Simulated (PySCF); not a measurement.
Method: PBE-D3(BJ)/def2-TZVP // B3LYP-D3(BJ)/def2-TZVP (PySCF 2.14.0). Isolated molecules, 0 K electronic values unless said otherwise. 

Reference species (SMILES): `[CH3][Al]([CH3])[I]` (neutral, multiplicity 1).

```json
{
 "dipole_moment": "2.11 D"
}
```

Changed species: `[Al]([I])([I])[I]` (whole molecule; the reference has whole molecule).

Question: Predict the effect on the dipole moment.

Answer: the dipole moment falls by 2.11 D, to 0.00 D.
